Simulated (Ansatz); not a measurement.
`[OH][AlH][SiH2]O` → `[OH][AlH2]` + `O[SiH]` at 298.15 K and 1 bar (silylene formation by 1,1-elimination).

Computed with Ansatz on PBE0-D4/def2-TZVP structures; ΔE is electronic, products minus reactants. CBS: MP2 limit from def2 TZ/QZ plus the TZ coupled-cluster correction, frozen cores. This one scheme is used for every species. Each species was taken in one conformer, which may not be the lowest.

```csv
species,CCSD(T)/CBS energy (Eh),H − E (kJ/mol),S (J/(mol·K))
`[OH][AlH][SiH2]O`,-684.53514,157.7,356.7
`[OH][AlH2]`,-319.03157,82.3,252.8
`O[SiH]`,-365.43832,65.7,241.9
```

H − E and S are ideal-gas, rigid-rotor, harmonic terms from PBE0-D4/def2-TZVP, for one conformer and one mirror image of each species. 1 Eh = 2625.50 kJ/mol, R = 8.31446 J/(mol·K).

Q: By hand: ΔE, ΔH, ΔS and ΔG.

A: ΔE = (-319.03157) + (-365.43832) − (-684.53514) = 0.06525 Eh = 171.3 kJ/mol. Δ(H − E) = 82.3 + 65.7 − 157.7 = -9.7, so ΔH = 161.6 kJ/mol. ΔS = 252.8 + 241.9 − 356.7 = 138.0 J/(mol·K). ΔG = 161.6 − 298.15 × (138.0)/1000 = 120.5 kJ/mol.

Q: By hand: the equilibrium constant, and the temperature at which ΔG would vanish if ΔH and ΔS stayed fixed.

A: log₁₀ K = −ΔG/(RT ln 10) = -21.1. ΔG = 0 at ΔH/ΔS = 1171 K.

The number of gas molecules changes by +1, which sets the sign of ΔS. A doubt of 5 kJ/mol in ΔE shifts log₁₀ K by 0.9 here. Other conformers and mirror images would add mixing entropy, several J/(mol·K) or more a flexible species. Modes under 60 cm⁻¹, often nearly free rotors, make the harmonic entropy too high. These are equilibria of isolated gas molecules and say nothing of rates. Largest T1 diagnostic: 0.016 (customary marks: 0.02 for closed shells, 0.045 for open ones).
